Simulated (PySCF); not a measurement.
An equivalent PySCF input for As⁺ (arsenic, charge +1), [Ar] 3d10 4s2 4p2, high-spin 3P determinant, with the spin-free X2C one-electron Hamiltonian (Gaussian nucleus):

```python
from pyscf import gto, scf, dft, mp, cc
import basis_set_exchange as bse
mol = gto.M(atom="As 0 0 0", charge=1, spin=2, symmetry="D2h",
            basis=gto.basis.parse(bse.get_basis("cc-pVTZ-DK", elements=["As"], fmt="nwchem", header=False)),
            nucmod="G")
mf = dft.UKS(mol, xc="TPSS").sfx2c1e()
mf.irrep_nelec = {'Ag': (6, 6), 'B1g': (1, 1), 'B2g': (1, 1), 'B3g': (1, 1), 'B1u': (3, 2), 'B2u': (3, 2), 'B3u': (2, 2)}
mf.kernel()
```

It reaches the same state as the run whose output follows, with an energy that differs only through the grid. The run itself started from symmetry-adapted Hartree-Fock orbitals and held the occupation by maximum overlap, on a logarithmic radial grid, so the iterations belong to that start.

```
SCF conv_tol = 1e-09
number electrons alpha = 17  beta = 15
XC functionals = TPSS
    J. Tao, J. P. Perdew, V. N. Staroverov, and G. E. Scuseria.,  Phys. Rev. Lett. 91, 146401 (2003)
    J. P. Perdew, J. Tao, V. N. Staroverov, and G. E. Scuseria.,  J. Chem. Phys. 120, 6898 (2004)
    J. Tao, J. P. Perdew, V. N. Staroverov, and G. E. Scuseria.,  Phys. Rev. Lett. 91, 146401 (2003)
    J. P. Perdew, J. Tao, V. N. Staroverov, and G. E. Scuseria.,  J. Chem. Phys. 120, 6898 (2004)
cycle= 1 E= -2260.29354976987  delta_E= -0.00905  |g|= 0.147  |ddm|= 0.326
cycle= 2 E= -2260.29437923846  delta_E= -0.000829  |g|= 0.124  |ddm|= 0.207
cycle= 3 E= -2260.29709046385  delta_E= -0.00271  |g|= 0.00293  |ddm|= 0.0939
cycle= 4 E= -2260.29709324887  delta_E= -2.79e-06  |g|= 0.000137  |ddm|= 0.00453
cycle= 5 E= -2260.29709326262  delta_E= -1.37e-08  |g|= 8.94e-06  |ddm|= 0.00023
cycle= 6 E= -2260.29709326263  delta_E= -1.59e-11  |g|= 4.01e-07  |ddm|= 1.13e-05
converged SCF energy = -2260.29709326263  <S^2> = 2.0023031  2S+1 = 3.001535
```
